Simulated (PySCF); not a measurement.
# Calculated NMR parameters of C=C/C(C#N)=C/[SiH3]

```yaml
Formula: C5H7NSi
SMILES: C=C/C(C#N)=C/[SiH3]
Point_group_of_the_computed_structure: C1
Degrees_of_unsaturation: 4
Carbon_signals: 5
Proton_signals: 5
```

Numbering as in the mapped SMILES `[CH2:1]=[CH:2]/[C:3]([C:4]#[N:5])=[CH:6]/[SiH3:7]` (H(Xn): hydrogen on atom n). Ha(C1) is cis to C3; Hb(C1) is trans to C3.

[PySCF: PBE0/pcSseg-1 with gauge-including orbitals; GFN2-xTB geometry; non-relativistic Hamiltonian; fast rotation and ring inversion assumed for equivalent nuclei; in vacuum; one conformer]

Referencing at the same level of theory: TMS for $^{1}$H and $^{13}$C and $^{29}$Si; NH3 for $^{15}$N.

| carbon | δC, type | δH (multiplicity) | HMBC from (2–3 bonds) | span of the C tensor (ppm) |
| --- | --- | --- | --- | --- |
| C1 | 130.2, CH2 | Ha(C1) 6.29 (m); Hb(C1) 5.91 (m) | H(C2) | 220 |
| C2 | 144.4, CH | 6.56 (m) | H(C6), Ha(C1), Hb(C1) | 208 |
| C3 | 138.2, C | – | H(C6), H(C2), Ha(C1), Hb(C1), H(Si7) | 206 |
| C4 | 120.5, C | – | H(C6), H(C2) | 341 |
| C6 | 149.7, CH | 6.75 (q) | H(C2), H(Si7) | 246 |

Other nuclei:
```
 atoms    nucleus                        environment  δ (ppm)  σ (ppm)
H(Si7)    $^{1}$H  hydrogen on a silicon bonded to C     4.44    27.28
   Si7  $^{29}$Si           silicon bonded to C, 3 H    -77.8    427.0
    N5   $^{15}$N                   nitrile nitrogen    327.8    -60.1
```

Carbon types of the structure: 2 × C, 2 × CH, 1 × CH2, leaving 3 H on heteroatoms. δC 149.7, 144.4: alkene CH; an sp2 carbon of a C=C bond. δC 138.2: fully substituted alkene carbon; an sp2 carbon of a C=C bond. δC 130.2: terminal =CH2 carbon; an sp2 carbon of a C=C bond. δC 120.5: nitrile carbon; C≡N carbons fall here, among the sp2 signals but without a proton. δH 6.75, 6.56: hydrogen on an alkene CH; attached to an sp2 carbon and in the plane of the double bond.

Shifts are as computed. Against solution values, carbons near 30 ppm lie about +3 ppm off and those near 130 ppm about +5 ppm. Of 1211 compounds with measured shifts, 218 miss one by over three times the rms of a fit or turn the order of signals round; such compounds aren't used in these exercises. Experimental scales use liquid or dissolved standards, which lie at an offset from isolated NH3 (liquid NH3: subtract about 20 ppm). Unscaled 15N shifts of sp2 nitrogen come out 20 to 40 ppm too high even then. No couplings were computed; multiplicities are counted from neighbouring protons, with m where these are inequivalent, close in shift, in a saturated or five-membered ring or joined by F or P, and br s for small geminal =CH2 splittings.
